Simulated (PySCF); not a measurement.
**Working out the ionisation energy of Ir**

Ir [Xe] 4f14 5d7 6s2 (4F) → Ir⁺ [Xe] 4f14 5d7 6s1 (5F). Computed with PySCF 2.14 in def2-QZVPPD with the def2 core potential (60 electrons) (7s5p4d4f2g, 88 functions), with scalar relativity through the core potential. Frozen: nothing. Energies in hartree (1 hartree = 27.21139 eV):

| part | Ir (lower) | Ir⁺ (upper) |
| --- | --- | --- |
| UHF | -103.446418 | -103.188298 |
| MP2 opposite-spin | -0.365342 | -0.311314 |
| MP2 same-spin | -0.167877 | -0.154551 |

**Question.** What does Hartree-Fock give?

**Answer.** (-103.188298) − (-103.446418) = 0.258120 hartree = 7.024 eV.

**Question.** What do MP2 and SCS-MP2 (6/5 opposite-spin, 1/3 same-spin) give?

**Answer.** The opposite-spin parts differ by 1.470 eV and the same-spin parts by 0.363 eV. MP2: 7.024 + (1.470) + (0.363) = 8.857 eV. SCS-MP2: 7.024 + 1.2 × (1.470) + (0.363)/3 = 8.909 eV.

Measured between the centres of the two terms (NIST): 8.926 eV, so MP2 (valence and next inner shell) is off by -0.069 eV.

What remains against the reference includes basis incompleteness and correlation beyond second order.
